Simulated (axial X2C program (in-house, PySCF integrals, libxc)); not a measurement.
**Low determinants of TiO⁺ at the PBE0 level, with spin–orbit coupling**

Computed with an in-house relativistic program for diatomic molecules. Two-component (2c) means X2C with spin–orbit coupling and atomic mean-field two-electron Coulomb and Gaunt terms. Basis: Ti dyall-cv3z [10s10p6d4f2g], O dyall-av3z [7s6p3d2f] (cores contracted in-house); Gaussian nuclei, density fitting, unrestricted open shells. Masses: Ti 47.948 u, O 15.995 u.

Search at 1.557 Å (vertical energies from the lowest determinant):

```json
{"ΔE (eV)": "0.00", "state": "Ω = 3/2", "electrons beyond evenly filled partner blocks": "ω = 3/2", "electrons in ±ω = 1/2, 3/2, 5/2, 7/2": "22 7 0 0"}
{"ΔE (eV)": "0.03", "state": "Ω = 5/2", "electrons beyond evenly filled partner blocks": "ω = 5/2", "electrons in ±ω = 1/2, 3/2, 5/2, 7/2": "22 6 1 0"}
{"ΔE (eV)": "1.42", "state": "Ω = 1/2", "electrons beyond evenly filled partner blocks": "ω = 1/2", "electrons in ±ω = 1/2, 3/2, 5/2, 7/2": "23 6 0 0"}
{"ΔE (eV)": "4.19", "state": "Ω = 1/2", "electrons beyond evenly filled partner blocks": "ω = -1/2, ω = -3/2, ω = 5/2", "electrons in ±ω = 1/2, 3/2, 5/2, 7/2": "21 7 1 0"}
{"ΔE (eV)": "4.25", "state": "Ω = 1/2", "electrons beyond evenly filled partner blocks": "2 × ω = -1/2, ω = 3/2", "electrons in ±ω = 1/2, 3/2, 5/2, 7/2": "22 7 0 0"}
{"ΔE (eV)": "4.28", "state": "Ω = 7/2", "electrons beyond evenly filled partner blocks": "2 × ω = 1/2, ω = 5/2", "electrons in ±ω = 1/2, 3/2, 5/2, 7/2": "22 6 1 0"}
{"ΔE (eV)": "4.48", "state": "Ω = 1/2", "electrons beyond evenly filled partner blocks": "2 × ω = 3/2, ω = -5/2", "electrons in ±ω = 1/2, 3/2, 5/2, 7/2": "22 6 1 0"}
```

Lowest determinant, Ω = 3/2 (⟨Sz⟩ = -0.50, ⟨Lz⟩ = 2.00 at PBE0): Re = 1.556 Å, ωe = 1147.7 cm⁻¹.

The determinant in row 2 of the search, Ω = 5/2 (⟨Sz⟩ = 0.50, ⟨Lz⟩ = 2.00 at PBE0), was followed along the bond at PBE0; measured from the minimum of the lowest determinant it gives:

Te = 0.028 eV (227 cm⁻¹), Re = 1.556 Å, ωe = 1147.8 cm⁻¹.

**Question.** Compare the bond of the determinant in row 2 with that of the lowest one.

**Answer.** At PBE0 its Re is the same within 0.001 Å and its force constant, which goes as ωe², is 1.00 times that of the lowest determinant. T0 ≈ Te + Δωe/2 = 227 + (0) = 227 cm⁻¹.

The search compares states at one distance, so a state with another bond length can lie lower; it is not exhaustive and yields mostly the lowest determinant of each block pattern, so other components and higher states of one pattern are missing. These are energies of single determinants, not of spin-adapted states; PBE0 term energies can be off by some tenths of an eV, and the functional has no current term.
